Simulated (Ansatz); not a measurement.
Na8H7⁺. Charge 1, multiplicity 1. Geometry PBE0-D4/def2-SVP.

```xyz
15

Na    1.4522   -0.2915   -2.2432
Na   -1.7147   -1.9600   -3.4861
Na    2.0462   -2.7932    0.9960
Na    0.2451   -0.9035    3.6306
Na    0.5867    1.8998    0.9852
Na   -1.3057    1.1763   -2.3782
Na   -0.8760   -2.0195    0.3375
Na   -4.2770   -1.3870   -1.0251
H     0.3843   -2.5323    2.2677
H     0.4759    0.8500    2.7001
H     1.3087   -1.9236   -0.7496
H     0.7681    4.2381    2.1789
H     0.8047    4.5390    1.4796
H     0.4009    1.4982   -1.0728
H    -0.2994   -0.3909   -3.6205
```

The restricted singlet is unstable towards broken spin symmetry in Hartree–Fock (as tested in another run); at PBE-D4/def2-TZVP, PBE0-D4/def2-SVP, PBE0-D4/def2-TZVP, CAM-B3LYP-D4/def2-TZVP and others this wasn't settled. In the singlet, H12 and H13 lie 0.76 Å apart (atoms count from 1), so H2 has formed as a molecule. Another isomer (singlet) lies 1.08 eV lower at PBE0-D4/def2-TZVP; other spin states weren't run for this one.

Question: Estimate the orbital energies around the gap (eV) in Ansatz with PBE-D4/def2-TZVP, PBE0-D4/def2-SVP, PBE0-D4/def2-TZVP, CAM-B3LYP-D4/def2-TZVP, ωB97M-V/def2-TZVP.

Answer: 
| orbital | PBE-D4/def2-TZVP | PBE0-D4/def2-SVP | PBE0-D4/def2-TZVP | CAM-B3LYP-D4/def2-TZVP | ωB97M-V/def2-TZVP |
| --- | --- | --- | --- | --- | --- |
| HOMO−13 | -30.43 | -33.93 | -33.82 | -35.38 | -36.38 |
| HOMO−12 | -30.34 | -33.84 | -33.69 | -35.29 | -36.29 |
| HOMO−11 | -30.30 | -33.81 | -33.66 | -35.25 | -36.25 |
| HOMO−10 | -30.27 | -33.79 | -33.64 | -35.23 | -36.23 |
| HOMO−9 | -30.23 | -33.69 | -33.58 | -35.15 | -36.13 |
| HOMO−8 | -30.20 | -33.66 | -33.56 | -35.13 | -36.11 |
| HOMO−7 | -30.09 | -33.57 | -33.46 | -35.04 | -36.02 |
| HOMO−6 | -13.27 | -14.84 | -14.88 | -16.51 | -17.39 |
| HOMO−5 | -8.91 | -10.03 | -10.07 | -11.59 | -12.52 |
| HOMO−4 | -8.44 | -9.51 | -9.56 | -11.03 | -11.88 |
| HOMO−3 | -7.88 | -8.90 | -8.95 | -10.38 | -11.19 |
| HOMO−2 | -7.73 | -8.72 | -8.78 | -10.17 | -10.96 |
| HOMO−1 | -7.38 | -8.37 | -8.43 | -9.82 | -10.60 |
| HOMO | -5.83 | -6.26 | -6.29 | -7.06 | -7.48 |
| LUMO | -4.23 | -3.67 | -3.69 | -3.02 | -2.75 |
| LUMO+1 | -4.18 | -3.62 | -3.65 | -2.96 | -2.63 |
| LUMO+2 | -3.87 | -3.27 | -3.32 | -2.70 | -2.43 |
| LUMO+3 | -3.61 | -3.00 | -3.04 | -2.47 | -2.23 |
| LUMO+4 | -3.36 | -2.71 | -2.78 | -2.29 | -2.09 |
| LUMO+5 | -3.29 | -2.65 | -2.75 | -2.14 | -1.98 |
